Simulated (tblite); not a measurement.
Compound: C5H12B2Si.
Bonds: B1–C2, C2–B3, B3–C4, C4–C5 (triple), B3–Si6, Si6–C7, Si6–C8. Hydrogens: H9, H10 on B1; H11, H12 on C2; H13 on C5; H14 on Si6; H15, H16, H17 on C7; H18, H19, H20 on C8.

Computed with GFN2-xTB (tblite), gas phase: L-BFGS steps from a force-field or distance-geometry start until the largest atomic force falls under 0.01 eV/Å.

At the end of the run (lengths in Å): Si6–C7 1.913, C7–H16 1.086, C8–H19 1.086, Si6–C8 1.915, B3–Si6 1.972, C7–H15 1.086, B3–C4 1.499, B1–C2–B3 104.6°, B3–Si6–C7 113.0°, C4–B3–Si6 120.3°, C2–B3–Si6 121.6°, B1–C2–B3–C4 93°, C2–B3–Si6–C7 -136°, H9–B1–C2–B3 83°, H11–C2–B1–H9 -156°.

**Question.** These geometries were met on the way; a selection of coordinates is given. Order them by energy above the end point, lowest first.
A. Si6–C7 1.915, C7–H16 1.076, C8–H19 1.077, Si6–C8 1.909, B3–Si6 1.952, C7–H15 1.077, B3–C4 1.497, B1–C2–B3 110.7°, B3–Si6–C7 113.8°, C4–B3–Si6 123.5°, C2–B3–Si6 118.1°, B1–C2–B3–C4 101°, C2–B3–Si6–C7 -140°, H9–B1–C2–B3 25°, H11–C2–B1–H9 146°
B. Si6–C7 1.923, C7–H16 1.088, C8–H19 1.088, Si6–C8 1.917, B3–Si6 1.982, C7–H15 1.088, B3–C4 1.503, B1–C2–B3 111.5°, B3–Si6–C7 113.2°, C4–B3–Si6 122.8°, C2–B3–Si6 119.8°, B1–C2–B3–C4 101°, C2–B3–Si6–C7 -136°, H9–B1–C2–B3 56°, H11–C2–B1–H9 -176°
C. Si6–C7 1.851, C7–H16 1.140, C8–H19 1.132, Si6–C8 1.871, B3–Si6 1.931, C7–H15 1.123, B3–C4 1.533, B1–C2–B3 109.4°, B3–Si6–C7 113.9°, C4–B3–Si6 122.5°, C2–B3–Si6 120.2°, B1–C2–B3–C4 98°, C2–B3–Si6–C7 -138°, H9–B1–C2–B3 31°, H11–C2–B1–H9 148°
D. Si6–C7 1.914, C7–H16 1.086, C8–H19 1.085, Si6–C8 1.912, B3–Si6 1.979, C7–H15 1.086, B3–C4 1.500, B1–C2–B3 113.5°, B3–Si6–C7 117.2°, C4–B3–Si6 121.4°, C2–B3–Si6 120.2°, B1–C2–B3–C4 103°, C2–B3–Si6–C7 -136°, H9–B1–C2–B3 36°, H11–C2–B1–H9 167°
E. Si6–C7 1.905, C7–H16 1.085, C8–H19 1.084, Si6–C8 1.907, B3–Si6 1.953, C7–H15 1.084, B3–C4 1.495, B1–C2–B3 111.2°, B3–Si6–C7 114.3°, C4–B3–Si6 123.9°, C2–B3–Si6 118.6°, B1–C2–B3–C4 106°, C2–B3–Si6–C7 -140°, H9–B1–C2–B3 16°, H11–C2–B1–H9 145°

**Answer.** B (0.050 eV), D (0.085 eV), E (0.141 eV), A (0.232 eV), C (0.623 eV).

```
step  E above end (eV)  rms distance from the end, all atoms (Å)  largest force (eV/Å)  rms shift of all bonds from the end (Å)
  44             0.050                                     0.237                 0.240                                    0.004
  29             0.085                                     0.360                 0.164                                    0.003
   7             0.141                                     0.440                 0.225                                    0.007
   3             0.232                                     0.443                 0.621                                    0.009
   0             0.623                                     0.448                 2.376                                    0.032
```

Rows stand in the order of the answer.
